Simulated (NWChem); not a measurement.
System: CH$_{3}$ClSi, singlet; SMILES C[Si]Cl

Low-valent species are run as closed-shell singlets; no triplet was tried in these runs.

Give the equilibrium geometry at PBE0/def2-SVP (NWChem) as an XYZ file, with the point group.

point group Cs; any orientation.
```
6

Si     0.7840    -0.5323     0.0031
Cl    -0.2146     1.3237    -0.0026
C     -0.7431    -1.6598     0.0035
H     -0.4623    -2.7246     0.0127
H     -1.3666    -1.4623    -0.8864
H     -1.3769    -1.4487     0.8831
```
